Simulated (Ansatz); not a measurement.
Born–Oppenheimer molecular dynamics of ClGaH3N (6 atoms, charge 0, multiplicity 1). It starts at the highest image of a converged band. Of that band: The profile has 2 maxima (images 2, 6) with wells between them (image 4): this band takes more than one step, which may be the mechanism or a detour left from its start path. Neighbouring images differ by up to 2.3 eV, so the band resolves the path poorly. A vibrational analysis at the climbing image gives one clearly imaginary mode, 1195i cm⁻¹: a first-order saddle point.

Computed with Ansatz, RKS PBE-D4/def2-TZVP.

```json
{
  "ensemble": "NVE (velocity Verlet)",
  "time step": "0.5 fs",
  "steps asked": "200",
  "starting velocities drawn for": "100 K",
  "seed": "7525"
}
```

First frame:

```xyz
6
Properties=species:S:1:pos:R:3
Ga 0.432 0.451 -0.317
N 1.025 -0.041 1.528
H 0.635 -0.636 2.273
H 1.785 0.527 1.916
H 1.815 -0.359 0.140
Cl -1.710 0.057 -0.553
```

(1) How far do the bonds stretch over the last three quarters of this one trajectory? (Pairs bonded in most of those frames.)

Results:

(1) 
```csv
bond,mean (Å),spread (Å),shortest,longest
Ga1–Cl6,2.305,0.050,2.19,2.37
N2–H3,1.037,0.038,0.96,1.11
N2–H4,1.032,0.030,0.97,1.10
N2–H5,1.078,0.126,0.87,1.27
```

Pairs bonded in part of these frames only: Ga1–N2 12 %.

Mean temperature of the second half: 2804 K. The conserved energy stayed within 2.7 meV per atom of its start (net change -0.038 meV per atom), so the integration is sound. The kinetic energy rose, since the run started high on the potential surface and went downhill. It ends in pieces (ClGa + H3N), so much of that is their flight and rotation, not heat. A run of 0.1 ps of so small a system gives no equilibrium averages. The orbitals stay closed-shell, which can raise the energy where a bond breaks towards radicals; this wasn't checked here.

Run time: 4.6 min on 4 threads of Intel(R) Xeon(R) Platinum 8175M CPU @ 2.50GHz (Skylake/Cascade Lake), on a shared host, peak memory 0.24 GiB.
